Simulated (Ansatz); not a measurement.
Harmonic frequencies (cm⁻¹) at PBE0-D4/def2-TZVP from Ansatz: 144, 220, 275, 394, 618, 640, 831, 840, 892, 980, 1005, 1010, 1045, 1066, 1136, 1181, 1304, 1373, 1412, 1491, 1498, 2643, 2658, 3035, 3047, 3111, 3118.

Problem. Which molecule is it?
A. `CC1BOB1`
B. `CC(Cl)CF`
C. `BBC(C)=O`
D. `[OH][GeH2][NH]CF`

Solution. A.
